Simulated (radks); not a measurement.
Values are calculated unless marked as measured or tabulated.
Numerical settings for neutral thulium, [Xe] 4f13 6s2. Level of theory: scalar-relativistic Kohn-Sham, PBE, spin-unpolarised, spherical densities, finite nucleus; Fermi nuclear charge, rms radius 5.2256 fm (a radial shooting solver on a logarithmic mesh with Libxc functionals). The defaults (mesh step 0.008 in ln r, mesh end at 40 bohr or more with all orbitals vanishing there, Anderson mixing 0.5 over 9 steps, residual threshold near 1e-9 with the energy settled to 1e-9 hartree or 1e-11 of itself, here a cap of 65 iterations) give E = -13566.0063 hartree and 4f at -3.098 eV in 40 iterations. Run on one thread of a shared host, so times are rough (Intel(R) Xeon(R) 6975P-C): 0.32 s of CPU time, 0.32 s wall, 40 iterations on 2440 mesh points. Changes against that run (0 stands for a change within the tolerance of the run):

setting                    iterations         converged  E (mhartree)  e(4f) (meV)  CPU (s)
mesh step in ln r 0.012            40               yes             0            0     0.23
mesh step in ln r 0.003            41               yes             0            0      0.8
mesh step in ln r 0.12              4                no      diverged            -     0.01
mesh end (bohr) 2                  15  level above zero     +1.87e+04    +6.18e+04      0.1
mesh end (bohr) 3                  17  level above zero     +2.97e+03    +1.83e+04      0.1
residual threshold 0.1             33               yes             0       -0.657     0.26
residual threshold 1e-13           56               yes             0            0     0.33
mixing 0.01                        65                no          +776     -2.6e+04     0.54
linear mixing, mixing 0.2          65                no             0            0     0.35
linear mixing, mixing 1            60                no      diverged            -      1.4
mixing history 20                  47               yes             0            0     0.34
iteration cap 5                     5                no        +1e+05    +3.11e+03     0.05

Settled on a wrong energy, with an occupied level pushed above zero by the early mesh end: mesh end (bohr) 2 (+18.7 hartree); mesh end (bohr) 3 (+2.97 hartree). Apart from these: no run marked as converged misses the energy by more than 1 mhartree. A mesh that ends early acts as a hard wall.
